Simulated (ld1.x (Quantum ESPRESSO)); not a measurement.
## An all-electron radial function and its pseudo partner (Cu (Z = 29))

Columns: radius, all-electron u(r) and pseudo u(r) of the 3p shell (level -117.62 eV) of copper in the configuration [Ne] 3s2 3p6 3d8 4s0 4p0; PBEsol, scalar-relativistic, RRKJ scheme, ld1.x (Quantum ESPRESSO) 7.5.

| r (bohr) | all-electron | pseudo |
| --- | --- | --- |
| 0.050 | 0.3363 | -0.0125 |
| 0.100 | 0.6323 | -0.0526 |
| 0.150 | 0.6267 | -0.1260 |
| 0.200 | 0.3998 | -0.2376 |
| 0.250 | 0.0700 | -0.3866 |
| 0.300 | -0.2756 | -0.5637 |
| 0.350 | -0.5862 | -0.7516 |
| 0.400 | -0.8386 | -0.9290 |
| 0.450 | -1.0263 | -1.0761 |
| 0.500 | -1.1527 | -1.1808 |
| 0.550 | -1.2257 | -1.2402 |
| 0.600 | -1.2551 | -1.2604 |
| 0.650 | -1.2506 | -1.2513 |
| 0.700 | -1.2207 | -1.2207 |
| 0.750 | -1.1728 | -1.1728 |
| 0.800 | -1.1129 | -1.1129 |
| 0.850 | -1.0455 | -1.0455 |
| 0.900 | -0.9742 | -0.9742 |
| 0.950 | -0.9017 | -0.9017 |
| 1.000 | -0.8299 | -0.8299 |
| 1.050 | -0.7602 | -0.7602 |
| 1.100 | -0.6935 | -0.6935 |
| 1.150 | -0.6305 | -0.6305 |
| 1.200 | -0.5713 | -0.5713 |
| 1.250 | -0.5164 | -0.5164 |
| 1.300 | -0.4656 | -0.4656 |

(1) How many radial nodes do the two functions have?

(2) At about which radius was the pseudo-wave matched?

(3) Is the pseudo-wave norm-conserving?

Answers

(1) The all-electron 3p function has n − l − 1 = 1; the pseudo-wave has 0, since the states of the same l below it are removed with the core.

(2) 0.70 bohr, where the columns begin to agree (steps of 0.05 bohr).

(3) Yes: the RRKJ scheme keeps the norm inside the radius equal to the all-electron one, which fixes the energy derivative of the logarithmic derivative at the level.
